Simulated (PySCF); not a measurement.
## Orbital picture of AlSb

r²SCAN at R = 2.766 Å; PySCF, scalar-relativistic core potentials, basis sets Al cc-pV(D+d)Z, Sb cc-pVDZ-PP with ECP28. State: ³Σ⁻ (triplet), unpaired electrons π ↑↑. Only the outer orbitals are listed, counted within each symmetry, core potentials removing the inner ones.

| spin | orbital | occ. | ε (eV) | on Al (%) | main shells (%) |
| --- | --- | --- | --- | --- | --- |
| α | 7σ | 1 | -13.85 | 7 | 92 Sb s |
| α | 8σ | 1 | -8.26 | 73 | 72 Al s, 21 Sb p |
| α | 4π | 1 | -5.78 | 10 | 90 Sb p, 9 Al p |
| α | 4π | 1 | -5.78 | 10 | 90 Sb p, 9 Al p |
| α | 9σ | 1 | -4.80 | 49 | 51 Sb p, 27 Al p, 20 Al s |
| α | 5π | 0 | -2.40 | 90 | 90 Al p, 9 Sb p |
| α | 5π | 0 | -2.40 | 90 | 90 Al p, 9 Sb p |
| α | 10σ | 0 | 0.03 | 80 | 75 Al p, 22 Sb p |
| β | 7σ | 1 | -12.28 | 13 | 86 Sb s, 9 Al s |
| β | 8σ | 1 | -7.88 | 74 | 74 Al s, 17 Sb p, 9 Sb s |
| β | 9σ | 1 | -4.50 | 50 | 49 Sb p, 35 Al p, 14 Al s |
| β | 4π | 0 | -3.79 | 32 | 68 Sb p, 31 Al p |
| β | 4π | 0 | -3.79 | 32 | 68 Sb p, 31 Al p |
| β | 5π | 0 | -1.80 | 69 | 68 Al p, 30 Sb p |

Problem. Which are the highest filled and the lowest empty level, where do they sit, and how wide is the gap?

Solution. Highest filled β 9σ at -4.50 eV (in %: 49 Sb p, 35 Al p, 14 Al s); lowest empty β 4π at -3.79 eV (in %: 68 Sb p, 31 Al p); the gap at r²SCAN is 0.71 eV.

```json
{
 "bond order (Mayer)": "1.21",
 "⟨S²⟩": "2.010",
 "charge on Al (Mulliken, basis-dependent)": "0.14",
 "charge on Al (Löwdin, basis-dependent)": "0.06",
 "dipole moment (positive dipole means Al(−)Sb(+))": "-0.67 D"
}
```

Spin–orbit coupling is left out. The state was picked by a PBE0 search and need not be the measured ground state.
